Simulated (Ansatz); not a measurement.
Calculated with Ansatz (gas phase, PBE0-D4/def2-TZVP geometries, no zero-point term in ΔE). CCSD(T)/CBS is the MP2 limit (def2-TZVPP, def2-QZVPP) plus CCSD(T) − MP2 in def2-TZVPP, frozen cores. Functionals use def2-TZVPP. B3LYP here is the variant with VWN-RPA as its local correlation; programs differ in this. def2 core potentials past Kr. For Mg, Sn outer-core shells are correlated without core-valence functions, which leaves a few kJ/mol of doubt a bond. Each species was taken in one conformer, which may not be the lowest.

Reaction (redistribution): `N#[C][SnH3]` + `[SiH3][O][Mg][Cl]` → `N#[C][SnH2][Cl]` + `[MgH][O][SiH3]`

```json
{"level": "B3LYP-D4", "ΔE (eV)": "1.13"}
{"level": "CCSD(T)/def2-SVP", "ΔE (eV)": "1.31"}
```

Task: What does CCSD(T)/CBS give? (An estimate is asked.)

Result: Computed: +1.18 eV. The listed levels differ from it by -0.05, 0.13 eV.

Largest T1 diagnostic among the species: 0.014.

From BLYP to BHLYP (50 % exact exchange), in def2-TZVPP and without D4, ΔE moves by +0.09 eV. The D4 term adds −0.05 eV with B3LYP and −0.03 eV with PBE0; it sums over pairs of atoms, weighted by their polarisabilities, and B3LYP, whose exchange is more repulsive, gets the larger term. Leaving LDA and LC-ωPBE aside and taking each functional with its dispersion term where it has one, the values, not all of them listed here, spread over 0.23 eV, from B97M-V to r2SCAN0-D4.
